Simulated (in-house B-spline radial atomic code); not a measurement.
# Ir III (Ir2+): [Ne] 3s2 (3p1/2)2 (3p3/2)3 3d10 4s2 4p6 4d10 4f14 5s2 5p6 5d7 6s1 (with a hole in an inner shell)

All numbers are computed (Dirac-Kohn-Sham PBE, spherical fractional occupations; Fermi nucleus of rms radius 5.4032 fm) with a B-spline radial code for spherical atoms, not measured.

Screening seen three ways: the hydrogenic charge with the same mean radius, Z_r = [3n² - l(l+1)]/(2<r>), the one with the same energy, Z_e = n√(-2ε), and Slater's rules. Values are occupation-weighted means over j. An effective charge above Z reflects the relativistic contraction of the inner shells.

```tsv
shell	electrons	ε (eV)	<r> (bohr)	Z_r	Z_e	Slater
1s	2	-76097	0.01744	86.00	74.79	76.70
2s	2	-13376	0.07293	82.27	62.71	72.85
2p	6	-11738	0.06567	76.14	58.74	72.85
3s	2	-3175.2	0.1894	71.29	45.83	66.10
3p	5	-2712.1	0.1885	66.30	42.36	66.10
3d	10	-2108.1	0.1724	60.90	37.34	56.85
4s	2	-702.71	0.4202	57.12	28.75	50.10
4p	6	-539.87	0.445	51.69	25.20	50.10
4d	10	-327.99	0.4717	44.52	19.64	38.85
5s	2	-123.57	0.9614	39.00	15.07	20.35
4f	14	-97.893	0.5135	35.05	10.73	27.45
5p	6	-80.015	1.101	33.14	12.13	20.35
5d	7	-28.512	1.524	22.64	7.24	7.90
6s	1	-23.155	2.465	21.91	7.83	5.25
```

The least bound orbital is 6s1/2 at -23.15 eV, and it is also the most diffuse (<r> = 2.465 bohr). The part-filled 3p shell lies below the filled 5p shell in orbital energy.

For the 1s electron the small component carries 8.5 % of the norm, the zero-frequency Breit interaction raises the level by 276.9 eV, self-energy by 176.2 eV, and vacuum polarisation lowers it by 34.86 eV.
